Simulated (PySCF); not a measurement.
# Calculated NMR data

PySCF 2.14.0 with density-fitted response routines calculation with GFN2-xTB structure, spin–spin couplings from B3LYP/pcJ-1 (spin–dipole term left out of most H,H and C,H couplings) and shielding tensors at PBE0/pcSseg-1 (GIAO); one averaged value for each set of equivalent atoms, one conformer, no relativistic terms, gas phase.

Referencing at the same level of theory: 1H and 13C vs TMS. Multiplet labels drop J under 1 Hz and among equivalent protons, and merge close values. Unscaled 3J(H,H) run several per cent high. Splittings of carbon signals by F and P are missing where no couplings were computed. Where no couplings were computed, multiplicities follow the n + 1 count of equivalent neighbours, and m marks all less simple cases (inequivalent or close neighbours, rings, F or P nearby). Shifts are as computed. Against solution values, carbons near 30 ppm lie about +3 ppm off and those near 130 ppm about +5 ppm; carbons on Cl a further +6 ppm. Of 1211 compounds with measured shifts, 218 miss one by over three times the rms of a fit or turn the order of signals round; such compounds aren't used in these exercises. Carbons bonded to Cl come out too deshielded. OH and NH positions are gas-phase values without hydrogen bonding to other molecules.

**1.** SMILES C[Si](C)(C)n1nncc1[SiH3], C$_{5}$H$_{13}$N$_{3}$Si$_{2}$. 1H NMR (500 MHz, computed): δ 8.05 (s, 1H), 4.64 (s, 3H), 0.60 (s, 9H). 13C{1H} NMR (computed): δ 149.2 (CH), 132.2 (C), 1.0 (CH3).

**2.** 2,3-dimethyl-2-butene (SMILES CC(C)=C(C)C). 1H NMR (500 MHz, computed): δ 1.75 (s, 12H). 13C{1H} NMR (computed): δ 131.6 (C), 23.0 (CH3).

**3.** SMILES F[C@@H]1[SiH2][SiH2]C[C@@H](O[SiH3])[SiH2]1, C$_{3}$H$_{13}$FOSi$_{4}$. 1H NMR (500 MHz, computed): δ 5.77 (m, 1H), 4.84 (s, 3H), 4.65 (m, 1H), 4.42 (m, 1H), 4.20 (m, 1H), 4.15 (m, 1H), 4.04 (m, 1H), 3.98 (m, 1H), 3.91 (m, 1H), 2.16 (m, 1H), 1.02 (m, 1H). 13C{1H} NMR (computed): δ 79.3 (CH), 66.3 (CH), 19.0 (CH2).

**4.** `C(=N\[H])/[C@@H]1C[C@@H]2C=C[C@H]1CC2`, C$_{9}$H$_{13}$N. 1H NMR (500 MHz, computed): δ 10.45 (br s, 1H), 7.85 (d, 1H), 6.73 (m, 1H), 6.58 (m, 1H), 2.57 (m, 1H), 2.54 (m, 1H), 2.47 (m, 1H), 1.87 (m, 1H), 1.68 (m, 1H), 1.54 (m, 1H), 1.33 (m, 1H), 1.28 (m, 1H), 1.16 (m, 1H). 13C{1H} NMR (computed): δ 182.4, 144.2, 141.6, 52.1, 37.9, 33.6, 32.4, 28.6, 27.6.

**5.** `InChI=1S/C9H7ClO2/c1-6-2-3-7(5-11)4-8(6)9(10)12/h2-5H,1H3`. 1H NMR (500 MHz, computed): δ 10.21 (s, 1H), 9.59 (s, 1H), 8.01 (d, 1H), 7.76 (d, 1H), 2.89 (s, 3H). 13C{1H} NMR (computed): δ 193.9 (CH), 178.2 (C), 157.5 (C), 144.5 (CH), 143.1 (CH), 139.4 (C), 136.9 (CH), 135.8 (C), 27.1 (CH3).
